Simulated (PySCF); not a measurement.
H₆GeOSeSi, singlet, at a GFN2-xTB geometry; PySCF with CASSCF(4,5)/STO-3G.

PySCF was given this input:
```python
from pyscf import gto, scf, mcscf
import numpy

mol = gto.M(
    atom='''
Se    0.040881   -0.370794    1.087188
Ge   -0.693248    1.439416   -0.162964
H    -1.394130    2.361927    0.791125
H     0.427518    2.194523   -0.819283
H    -1.680840    1.064232   -1.238066
O     1.129205   -1.183857   -0.145291
Si    0.854373   -1.718524   -1.657259
H    -0.228485   -2.703999   -1.684030
H     2.184586   -2.253518   -1.910005
H     0.490465   -0.587278   -2.525322
''',
    basis='sto-3g',
    charge=0,
    spin=0,
    verbose=4,
)

mf = scf.RHF(mol)
mf.kernel()
mc = mcscf.CASSCF(mf, 5, 4)
mc.fix_spin_(ss=0.0)
mc.kernel()
occ = numpy.linalg.eigvalsh(mc.fcisolver.make_rdm1(mc.ci, mc.ncas, mc.nelecas))[::-1]
ss = mc.fcisolver.spin_square(mc.ci, mc.ncas, mc.nelecas)[0]
print('natural occupations', occ.round(4), ' <S^2>', round(ss, 4))
```

Task: Predict the main parts of the log of this PySCF run.

Result: 
```
PySCF version 2.14.0

[INPUT] verbose = 4
[INPUT] num. atoms = 10
[INPUT] num. electrons = 94
[INPUT] charge = 0
[INPUT] spin (= nelec alpha-beta = 2S) = 0
[INPUT] symmetry False subgroup None
[INPUT] Mole.unit = angstrom
[INPUT] Symbol           X                Y                Z      unit          X                Y                Z       unit  Magmom
[INPUT]  1 Se     0.040881000000  -0.370794000000   1.087188000000 AA    0.077253893698  -0.700699108632   2.054487565914 Bohr   0.0
[INPUT]  2 Ge    -0.693248000000   1.439416000000  -0.162964000000 AA   -1.310048856402   2.720102019317  -0.307957328164 Bohr   0.0
[INPUT]  3 H     -1.394130000000   2.361927000000   0.791125000000 AA   -2.634523882040   4.463395156216   1.495009580297 Bohr   0.0
[INPUT]  4 H      0.427518000000   2.194523000000  -0.819283000000 AA    0.807891933322   4.147047444059  -1.548220488512 Bohr   0.0
[INPUT]  5 H     -1.680840000000   1.064232000000  -1.238066000000 AA   -3.176327259214   2.011107012998  -2.339605664136 Bohr   0.0
[INPUT]  6 O      1.129205000000  -1.183857000000  -0.145291000000 AA    2.133888188489  -2.237165500649  -0.274560198364 Bohr   0.0
[INPUT]  7 Si     0.854373000000  -1.718524000000  -1.657259000000 AA    1.614530978223  -3.247539698492  -3.131765627471 Bohr   0.0
[INPUT]  8 H     -0.228485000000  -2.703999000000  -1.684030000000 AA   -0.431774073571  -5.109817551098  -3.182355485551 Bohr   0.0
[INPUT]  9 H      2.184586000000  -2.253518000000  -1.910005000000 AA    4.128269235559  -4.258531836778  -3.609386346550 Bohr   0.0
[INPUT] 10 H      0.490465000000  -0.587278000000  -2.525322000000 AA    0.926844523685  -1.109794578982  -4.772166956339 Bohr   0.0

nuclear repulsion = 655.683355154655
number of shells = 30
number of NR pGTOs = 168
number of NR cGTOs = 56
basis = sto-3g
ecp = {}

******** <class 'pyscf.scf.hf.RHF'> ********
method = RHF
initial guess = minao
damping factor = 0
level_shift factor = 0
DIIS = <class 'pyscf.scf.diis.CDIIS'>
diis_start_cycle = 1
diis_space = 8
diis_damp = 0
SCF conv_tol = 1e-09
SCF conv_tol_grad = None
SCF max_cycles = 50
direct_scf = True
direct_scf_tol = 1e-13
Set gradient conv threshold to 3.16228e-05
Initial guess from minao.
init E= -4781.94070550915
  HOMO = -0.544496227679806  LUMO = -0.34206412028939  gap/eV = 5.50846
cycle= 1 E= -4788.14266401652  delta_E= -6.2  |g|= 0.547  |ddm|= 3.69
  HOMO = -0.141552883031183  LUMO = 0.36356968162422  gap/eV = 13.74509
cycle= 2 E= -4788.26564974356  delta_E= -0.123  |g|= 0.118  |ddm|= 1.06
  HOMO = -0.230797397962395  LUMO = 0.291484905362498  gap/eV = 14.21203
cycle= 3 E= -4788.27111976892  delta_E= -0.00547  |g|= 0.0344  |ddm|= 0.231
  HOMO = -0.236822025954072  LUMO = 0.295057942020978  gap/eV = 14.47319
cycle= 4 E= -4788.27166129417  delta_E= -0.000542  |g|= 0.00711  |ddm|= 0.0609
  HOMO = -0.237166934242123  LUMO = 0.294626612495566  gap/eV = 14.47084
cycle= 5 E= -4788.27170081533  delta_E= -3.95e-05  |g|= 0.00124  |ddm|= 0.0221
  HOMO = -0.237334447807767  LUMO = 0.294515737562537  gap/eV = 14.47238
cycle= 6 E= -4788.27170217986  delta_E= -1.36e-06  |g|= 0.000294  |ddm|= 0.00406
  HOMO = -0.237362140106371  LUMO = 0.294476319049234  gap/eV = 14.47206
cycle= 7 E= -4788.27170227453  delta_E= -9.47e-08  |g|= 9.7e-05  |ddm|= 0.00105
  HOMO = -0.237373175649411  LUMO = 0.294468747051063  gap/eV = 14.47216
cycle= 8 E= -4788.27170228779  delta_E= -1.33e-08  |g|= 2.81e-05  |ddm|= 0.000458
  HOMO = -0.237370702880069  LUMO = 0.294470944326841  gap/eV = 14.47215
cycle= 9 E= -4788.27170228913  delta_E= -1.34e-09  |g|= 8.4e-06  |ddm|= 0.000156
  HOMO = -0.237371852978178  LUMO = 0.294470571625607  gap/eV = 14.47217
cycle= 10 E= -4788.27170228925  delta_E= -1.24e-10  |g|= 1.13e-06  |ddm|= 5.63e-05
  HOMO = -0.237371761873589  LUMO = 0.294470559041065  gap/eV = 14.47217
Extra cycle  E= -4788.27170228925  delta_E= 5.46e-12  |g|= 5.34e-07  |ddm|= 3.19e-06
converged SCF energy = -4788.27170228925

******** <class 'pyscf.mcscf.mc1step.CASSCF'> ********
CAS (2e+2e, 5o), ncore = 45, nvir = 6
max_cycle_macro = 50
max_cycle_micro = 4
conv_tol = 1e-07
conv_tol_grad = None
orbital rotation max_stepsize = 0.02
orbital rotation threshold for CI restart = 0.01
augmented hessian ah_max_cycle = 30
augmented hessian ah_conv_tol = 1e-12
augmented hessian ah_linear dependence = 1e-14
augmented hessian ah_level shift = 1e-08
augmented hessian ah_start_tol = 2.5
augmented hessian ah_start_cycle = 3
augmented hessian ah_grad_trust_region = 3
kf_trust_region = 3
kf_interval = 4
ci_response_space = 4
ci_grad_trust_region = 3
with_dep4 0
natorb = False
canonicalization = True
sorting_mo_energy = False
ao2mo_level = 2
internal_rotation = False
******** <class 'pyscf.fci.addons.SpinPenaltyFCISolver'> ********
max. cycles = 50
conv_tol = 1e-08
davidson only = True
linear dependence = 1e-12
level shift = 0.001
max iter space = 12
nroots = 1
pspace_size = 400
spin = None
CASCI E = -4788.27603316541  S^2 = 0.0000000
Set conv_tol_grad to 0.000316228
macro iter   1 ( 21 JK    4 micro), CASSCF E = -4788.28017849376  dE = -4.14532835e-03  S^2 = 0.0000000
               |grad[o]|=0.00695  |grad[c]|=0.0504  |ddm|=0.164  |maxRot[o]|=0.281
macro iter   2 ( 21 JK    4 micro), CASSCF E = -4788.29017376777  dE = -9.99527400e-03  S^2 = 0.0000000
               |grad[o]|=0.018  |grad[c]|=0.0641  |ddm|=0.0522  |maxRot[o]|=0.256
macro iter   3 ( 17 JK    4 micro), CASSCF E = -4788.29719627210  dE = -7.02250434e-03  S^2 = 0.0000000
               |grad[o]|=0.0187  |grad[c]|=0.0474  |ddm|=0.0347  |maxRot[o]|=0.187
macro iter   4 ( 21 JK    4 micro), CASSCF E = -4788.30195741590  dE = -4.76114380e-03  S^2 = 0.0000000
               |grad[o]|=0.0133  |grad[c]|=0.0721  |ddm|=0.0416  |maxRot[o]|=0.227
macro iter   5 ( 21 JK    4 micro), CASSCF E = -4788.30738961459  dE = -5.43219870e-03  S^2 = 0.0000000
               |grad[o]|=0.013  |grad[c]|=0.0695  |ddm|=0.0493  |maxRot[o]|=0.196
macro iter   6 ( 21 JK    4 micro), CASSCF E = -4788.31339274941  dE = -6.00313482e-03  S^2 = 0.0000000
               |grad[o]|=0.0149  |grad[c]|=0.0171  |ddm|=0.0108  |maxRot[o]|=0.159
macro iter   7 ( 21 JK    4 micro), CASSCF E = -4788.31724908386  dE = -3.85633444e-03  S^2 = 0.0000000
               |grad[o]|=0.0142  |grad[c]|=0.0113  |ddm|=0.00994  |maxRot[o]|=0.129
macro iter   8 ( 21 JK    4 micro), CASSCF E = -4788.31761156672  dE = -3.62482863e-04  S^2 = 0.0000000
               |grad[o]|= 0.01  |grad[c]|=0.0196  |ddm|=0.013  |maxRot[o]|=0.172
macro iter   9 ( 21 JK    4 micro), CASSCF E = -4788.31806716547  dE = -4.55598747e-04  S^2 = 0.0000000
               |grad[o]|=0.00819  |grad[c]|=0.0211  |ddm|=0.012  |maxRot[o]|=  0.2
macro iter  10 ( 21 JK    4 micro), CASSCF E = -4788.31843963024  dE = -3.72464776e-04  S^2 = 0.0000000
               |grad[o]|=0.00732  |grad[c]|=0.0189  |ddm|=0.0105  |maxRot[o]|=0.248
macro iter  11 ( 21 JK    4 micro), CASSCF E = -4788.31862262691  dE = -1.82996666e-04  S^2 = 0.0000000
               |grad[o]|=0.00703  |grad[c]|=0.017  |ddm|=0.00909  |maxRot[o]|=0.205
macro iter  12 ( 21 JK    4 micro), CASSCF E = -4788.31867404140  dE = -5.14144886e-05  S^2 = 0.0000000
               |grad[o]|=0.00689  |grad[c]|=0.0166  |ddm|=0.00862  |maxRot[o]|=0.114
macro iter  13 ( 21 JK    4 micro), CASSCF E = -4788.31867828598  dE = -4.24458085e-06  S^2 = 0.0000000
               |grad[o]|=0.00685  |grad[c]|=0.0164  |ddm|=0.00831  |maxRot[o]|=0.061
macro iter  14 ( 21 JK    4 micro), CASSCF E = -4788.31866972659  dE =  8.55939015e-06  S^2 = 0.0000000
               |grad[o]|=0.00685  |grad[c]|=0.0164  |ddm|=0.00801  |maxRot[o]|=0.0334
macro iter  15 ( 21 JK    4 micro), CASSCF E = -4788.31947876158  dE = -8.09034997e-04  S^2 = 0.0000000
               |grad[o]|=0.00685  |grad[c]|=0.0128  |ddm|=0.0067  |maxRot[o]|=0.048
macro iter  16 ( 11 JK    3 micro), CASSCF E = -4788.32038045087  dE = -9.01689288e-04  S^2 = 0.0000000
               |grad[o]|=0.00564  |grad[c]|=0.0124  |ddm|=0.00642  |maxRot[o]|=0.0711
macro iter  17 ( 21 JK    4 micro), CASSCF E = -4788.32038900756  dE = -8.55668986e-06  S^2 = 0.0000000
               |grad[o]|=0.00361  |grad[c]|=0.00918  |ddm|=0.00397  |maxRot[o]|=0.0331
macro iter  18 ( 21 JK    4 micro), CASSCF E = -4788.32039747078  dE = -8.46321745e-06  S^2 = 0.0000000
               |grad[o]|=0.00364  |grad[c]|=0.0114  |ddm|=0.00536  |maxRot[o]|=0.0204
macro iter  19 ( 21 JK    4 micro), CASSCF E = -4788.32039151039  dE =  5.96038990e-06  S^2 = 0.0000000
               |grad[o]|=0.0036  |grad[c]|=0.0131  |ddm|=0.00631  |maxRot[o]|= 0.01
macro iter  20 ( 21 JK    4 micro), CASSCF E = -4788.32075092071  dE = -3.59410323e-04  S^2 = 0.0000000
               |grad[o]|=0.00365  |grad[c]|=0.00184  |ddm|=0.000743  |maxRot[o]|=0.0463
macro iter  21 ( 21 JK    4 micro), CASSCF E = -4788.32075342534  dE = -2.50462563e-06  S^2 = 0.0000000
               |grad[o]|=0.0021  |grad[c]|=0.00457  |ddm|=0.00177  |maxRot[o]|=0.00237
macro iter  22 ( 17 JK    4 micro), CASSCF E = -4788.32075534326  dE = -1.91792606e-06  S^2 = 0.0000000
               |grad[o]|=0.00208  |grad[c]|=0.00471  |ddm|=0.00197  |maxRot[o]|=0.000801
macro iter  23 ( 16 JK    4 micro), CASSCF E = -4788.32083303961  dE = -7.76963470e-05  S^2 = 0.0000000
               |grad[o]|=0.00206  |grad[c]|=0.00347  |ddm|=0.00136  |maxRot[o]|=0.017
macro iter  24 ( 13 JK    4 micro), CASSCF E = -4788.32083745454  dE = -4.41493285e-06  S^2 = 0.0000000
               |grad[o]|=0.00154  |grad[c]|=0.00342  |ddm|=0.0013  |maxRot[o]|=0.00176
macro iter  25 ( 13 JK    4 micro), CASSCF E = -4788.32083544306  dE =  2.01148123e-06  S^2 = 0.0000000
               |grad[o]|=0.00145  |grad[c]|=0.00366  |ddm|=0.00151  |maxRot[o]|=0.000978
macro iter  26 (  9 JK    2 micro), CASSCF E = -4788.32089741539  dE = -6.19723241e-05  S^2 = 0.0000000
               |grad[o]|=0.0015  |grad[c]|=0.00103  |ddm|=0.00047  |maxRot[o]|=0.0206
macro iter  27 ( 11 JK    4 micro), CASSCF E = -4788.32091186466  dE = -1.44492778e-05  S^2 = 0.0000000
               |grad[o]|=0.000757  |grad[c]|=0.000726  |ddm|=0.000358  |maxRot[o]|=0.00914
macro iter  28 ( 10 JK    3 micro), CASSCF E = -4788.32091741419  dE = -5.54952294e-06  S^2 = 0.0000000
               |grad[o]|=0.000402  |grad[c]|=0.000203  |ddm|=0.00021  |maxRot[o]|=0.00922
macro iter  29 (  3 JK    1 micro), CASSCF E = -4788.32091756685  dE = -1.52660505e-07  S^2 = 0.0000000
               |grad[o]|=7.77e-05  |grad[c]|=8.6e-05  |ddm|=6.57e-05  |maxRot[o]|=0.00162
macro iter  30 (  1 JK    1 micro), CASSCF E = -4788.32091756697  dE = -1.21872290e-10  S^2 = 0.0000000
               |grad[o]|=1.25e-05  |grad[c]|=1.27e-05  |ddm|=9.92e-06  |maxRot[o]|=    0
1-step CASSCF converged in  30 macro (520 JK 110 micro) steps
CASSCF canonicalization
Density matrix diagonal elements [1.9756734  1.94455788 0.0453143  0.02547708 0.00897734]
CASSCF energy = -4788.32091756697
CASCI E = -4788.32091756697  E(CI) = -5.18609236633893  S^2 = 0.0000000
natural occupations [1.9778e+00 1.9446e+00 5.5700e-02 2.1300e-02 6.0000e-04]  <S^2> 0.0
```
